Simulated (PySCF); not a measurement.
ZrH₃⁺: breathing scan

These are results of PBE0/[Zr def2-TZVP with ECP28, H def2-TZVP], scalar-relativistic core potentials, density fitting, no spin–orbit coupling, PySCF, not measurements.

Rigid scan from the singlet minimum (Zr–H 1.788 Å (×3); H–Zr–H 105.8° (×3)). Coordinate: all bonds to the central atom scaled together. Energies in kJ/mol from the minimum.

(1) Predict the curve at 0.88, 0.92, 0.96, 1.00, 1.04, 1.08, 1.14, 1.22, 1.35.

## Answers

(1) 
```tsv
scale of all bonds to the centre	E (kJ/mol)	dipole size (D, about the centre of mass)
0.88	110.2	2.87
0.92	44.9	3.02
0.96	10.3	3.14
1.00	0.0	3.23
1.04	8.8	3.30
1.08	32.4	3.35
1.14	88.1	3.39
1.22	186.7	3.40
1.35	372.3	3.32
```

At long bonds a restricted determinant can lie too high, and another spin state can fall below this curve.

The scan took 3.9 s on 2 threads of a shared Arm Neoverse V1 host; the process peaked at 0.7 GiB. Launch command: `OMP_NUM_THREADS=2 python axn.py task.json out`.
